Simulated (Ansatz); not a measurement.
`[CH3][Al]([CH3])[F]` + CH₃OH → `[CH3][Al]([CH3])[CH2]O` + H–F at 500 K and 1 bar (formal exchange of groups at the Al–F bond).

Gas-phase electronic energies from Ansatz, PBE0-D4/def2-TZVP geometries. CCSD(T)/CBS is the MP2 limit (def2-TZVPP, def2-QZVPP) plus CCSD(T) − MP2 in def2-TZVPP, frozen cores. This one scheme is used for every species. Each species was taken in one conformer, which may not be the lowest.

```csv
species,CCSD(T)/CBS energy (Eh),H − E (kJ/mol),S (J/(mol·K))
`[CH3][Al]([CH3])[F]`,-421.62460,237.8,423.0
CH₃OH,-115.61712,157.0,265.4
`[CH3][Al]([CH3])[CH2]O`,-436.76167,352.8,488.4
H–F,-100.39570,39.4,188.7
```

H − E and S are ideal-gas, rigid-rotor, harmonic terms from PBE0-D4/def2-TZVP, for one conformer and one mirror image of each species. 1 Eh = 2625.50 kJ/mol, R = 8.31446 J/(mol·K).

Problem. By hand: ΔE, ΔH, ΔS and ΔG.

Solution. ΔE = (-436.76167) + (-100.39570) − (-421.62460) − (-115.61712) = 0.08435 Eh = 221.5 kJ/mol. Δ(H − E) = 352.8 + 39.4 − 237.8 − 157.0 = -2.6, so ΔH = 218.9 kJ/mol. ΔS = 488.4 + 188.7 − 423.0 − 265.4 = -11.3 J/(mol·K). ΔG = 218.9 − 500 × (-11.3)/1000 = 224.6 kJ/mol.

Problem. By hand: the equilibrium constant, and the temperature at which ΔG would vanish if ΔH and ΔS stayed fixed.

Solution. log₁₀ K = −ΔG/(RT ln 10) = -23.5. ΔH and −TΔS have one sign here, so there is no such temperature.

The number of gas molecules stays the same, so ΔS is small and ΔH decides. A doubt of 5 kJ/mol in ΔE shifts log₁₀ K by 0.5 here. Other conformers and mirror images would add mixing entropy, several J/(mol·K) or more a flexible species. Modes under 60 cm⁻¹, often nearly free rotors, make the harmonic entropy too high. These are equilibria of isolated gas molecules and say nothing of rates. Largest T1 diagnostic: 0.011 (customary marks: 0.02 for closed shells, 0.045 for open ones).

ΔS is within the doubt of such terms, so its sign, and with it that verdict, could turn.
